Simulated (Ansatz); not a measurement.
Input for Ansatz (an electronic-structure program): U-CCSD(T)/cc-pVDZ on C3F7 (SMILES F[C](F)C(F)(F)C(F)(F)F).

Ansatz 0.2 input:
```yaml
crystal:
  periodic: [false, false, false]
  atoms:
    - {symbol: F, position_ang: [2.12113853, -0.54650679, -0.39439057]}
    - {symbol: C, position_ang: [1.43268034, 0.46253857, 0.10544238]}
    - {symbol: F, position_ang: [1.47283246, 1.52563596, -0.67570503]}
    - {symbol: C, position_ang: [0.06366701, 0.10905241, 0.65668014]}
    - {symbol: F, position_ang: [0.21198009, -0.88692106, 1.55546303]}
    - {symbol: F, position_ang: [-0.44068208, 1.19919293, 1.27230757]}
    - {symbol: C, position_ang: [-0.98530842, -0.36201231, -0.39599274]}
    - {symbol: F, position_ang: [-2.14349289, -0.64338288, 0.20061258]}
    - {symbol: F, position_ang: [-0.54474299, -1.45677944, -1.02267736]}
    - {symbol: F, position_ang: [-1.18797204, 0.59918260, -1.30173999]}
basis:
  gaussian:
    orbitals: cc-pVDZ
magnetization: {spin_polarized: true, initial_magnetization: 1}
correlation: {method: ccsd_t, electrons: outside_noble_gas}
scf: {omitted_lower_state_checks: [cluster_reference]}
```

Program output:

```
WARN ansatz: RAYON_NUM_THREADS=4 ignored (pool sized by the plan → 4); use --threads N
Functional definition: HF
these checks for a lower state are left out or cut short: cluster_reference
integrals: 0.53 GiB planned
1290 factors; integrals over basis functions are off by at most 8.7e-4 eV
mean field: 1.48 GiB planned
mean field evaluation 1: about -22023.8666 eV, gradient 4.3e1 eV
mean field evaluation 2: about -22024.2640 eV, gradient 4.4e1 eV
mean field evaluation 4: about -22031.6822 eV, gradient 4.1e0 eV
mean field evaluation 8: about -22031.8685 eV, gradient 2.7e-1 eV
mean field evaluation 16: about -22031.8697 eV, gradient 2.6e-6 eV
mean field -22031.86971634 eV, -809.6562783380 hartree, gradient 2.6e-6 eV, S^2 0.756581; 0 other end points of the search recorded, 0 dependent functions left out
10 core orbitals not correlated
reference -22031.86971634 eV, -809.6562783380 hartree; 31, 30 occupied and 99, 100 virtual orbitals, 1290 factors
second order -45.06876598 eV of doubles, -0.00000000 eV of singles
coupled cluster: 3.94 GiB planned
cycle   1  -44.63337745 eV  change    4.4e-1 eV  update   1.5e-1
cycle   2  -45.55671746 eV  change   -9.2e-1 eV  update   4.2e-2
cycle   3  -45.80174704 eV  change   -2.5e-1 eV  update   2.2e-2
cycle   4  -45.79224510 eV  change    9.5e-3 eV  update   6.1e-3
cycle   5  -45.78638270 eV  change    5.9e-3 eV  update   3.0e-3
cycle   6  -45.78812424 eV  change   -1.7e-3 eV  update   1.0e-3
cycle   7  -45.78833927 eV  change   -2.2e-4 eV  update   4.2e-4
cycle   8  -45.78821757 eV  change    1.2e-4 eV  update   1.8e-4
cycle   9  -45.78829314 eV  change   -7.6e-5 eV  update   8.6e-5
cycle  10  -45.78829676 eV  change   -3.6e-6 eV  update   3.2e-5
perturbative correction -1.00344263 eV, -0.0368758364 hartree
Total energy: -22078.66145573 eV, -811.3758430439 hartree
Checks for a lower state left out: cluster_reference
```

Self-consistency was reached.

Cost: very roughly 9 core-minutes.
